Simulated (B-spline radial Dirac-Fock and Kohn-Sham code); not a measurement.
# Magnetic form factor of the 4d shell of Dy²³⁺

System: the Dy²³⁺ ion, [Kr] 4d7.

Input of the calculation (task.json; shells as n, l, electrons):

```json
{"items": [{
  "Z": 66,
  "q": 23,
  "cfg": [[1, 0, 2], [2, 0, 2], [2, 1, 6], [3, 0, 2], [3, 1, 6], [3, 2, 10], [4, 0, 2], [4, 1, 6], [4, 2, 7]],
  "A": 164,
  "rrms": 5.2218,
  "do": ["scatter"],
  "s": [0.0, 0.05, 0.07, 0.09, 0.11, 0.14, 0.17, 0.22, 0.27, 0.34, 0.43, 0.54, 0.68, 0.86, 1.08, 1.35, 1.7, 2.14, 2.69, 3.38, 4.24, 5.33, 6.71],
  "pz": [0, 0.1, 0.2, 0.3, 0.4, 0.5, 0.6, 0.8, 1.0, 1.2, 1.4, 1.6, 1.8, 2.0, 2.5, 3.0, 4.0, 5.0, 7.0, 10.0, 15.0, 20.0, 30.0, 40.0, 60.0, 100.0],
  "hv_scatter": [1000, 10000, 17479.3, 20000, 30000, 50000, 500000, 1000000]
}]}
```

Launch: `python xray_run.py task.json out`

Calculated with a radial atomic solver, using configuration-average Dirac-Fock orbitals. ⟨j_K⟩ is the integral of the 4d radial density with the spherical Bessel function j_K(4πsr), s = sin θ/λ.

```
s (Å⁻¹)     ⟨j0⟩    ⟨j2⟩    ⟨j4⟩
      0   1.0000  0.0000  0.0000
   0.05   0.9940  0.0024  0.0000
   0.07   0.9883  0.0047  0.0000
   0.09   0.9807  0.0077  0.0000
   0.11   0.9713  0.0114  0.0000
   0.14   0.9539  0.0183  0.0001
   0.17   0.9327  0.0266  0.0003
   0.22   0.8895  0.0432  0.0007
   0.27   0.8378  0.0627  0.0016
   0.34   0.7540  0.0932  0.0038
   0.43   0.6335  0.1342  0.0088
   0.54   0.4801  0.1803  0.0191
   0.68   0.2990  0.2216  0.0387
   0.86   0.1220  0.2352  0.0709
   1.08   0.0084  0.1977  0.1073
   1.35  -0.0151  0.1149  0.1273
```

Radial moments of the shell: ⟨r²⟩ = 0.3260, ⟨r⁴⟩ = 0.1578, ⟨r⁶⟩ = 0.1033 in powers of bohr.
